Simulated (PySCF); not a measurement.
[CoSe2]+, quintet: data card

All numbers come from PySCF, UPBE0, basis Co def2-SVP, Se def2-SVP (no relativity, density fitting).

The structure is a minimum.

Coordinates in bohr (charge 1 multiplicity 5):
```
Co    0.0000    0.0000   -2.8262
Se    2.1730    0.0000    1.0421
Se   -2.1730    0.0000    1.0421
```

```json
{
  "Point group": "C2v",
  "Bond lengths": "Co–Se 2.348 Å (×2), Se–Se 2.300 Å",
  "Bond angles": "Co–Se–Se 60.7° (×2), Se–Co–Se 58.6°",
  "Rotational constants": "0.09343, 0.07976, 0.04303 cm⁻¹",
  "Principal quadrupole moments (Buckingham, traceless) about the centre of mass": "-10.67, -2.75, 13.42 D Å",
  "Spin squared ⟨S²⟩": "6.017",
  "Principal polarisabilities": "32.8, 59.3, 73.4 bohr³",
  "Heat capacity Cp at 298.15 K": "55.0 J/(mol K)",
  "Entropy at 298.15 K and 1 bar (electronic part: spin only)": "322.1 J/(mol K)",
  "Zero-point energy": "4.7 kJ/mol",
  "Highest occupied level (α)": "-12.08 eV",
  "Rotational symmetry number": "2",
  "Enthalpy at 298.15 K above 0 K": "13.64 kJ/mol",
  "Lowest empty level (β)": "-9.00 eV",
  "Dipole moment about the centre of mass": "5.73 D"
}
```

Harmonic modes (masses in u: Co 58.933, Se 79.917):
```csv
symmetry,ω (cm⁻¹),IR (km/mol)
b2,200,0.0
a1,242,9.6
a1,351,5.6
```

In C2v the vibrations span b2 + 2a1. Here b1 is antisymmetric to the molecular plane and b2 lies in it.

Charges (e):
| atom | Mulliken | Löwdin | polar tensor | spin (Mulliken) | Mayer order to Co1 |
| --- | --- | --- | --- | --- | --- |
| Co1 | 0.73 | 0.61 | 0.82 | 2.52 | – |
| Se2,3 | 0.13 | 0.19 | 0.09 | 0.74 | 0.94 |
Other Mayer orders above 0.3: Se–Se 1.38.

Mulliken populations on Co1: s 6.46, p 12.33, d 7.47, f 0.00.

This need not be the most stable arrangement of these atoms. With open d or f shells other occupations or spin states may lie lower.

The final relaxation and frequency run took 75 s on 2 threads of a shared Arm Neoverse V1 host, with 95 basis functions and 9 gradients; the process peaked at 0.87 GiB. Launch command: `OMP_NUM_THREADS=2 python axn.py task.json out`.
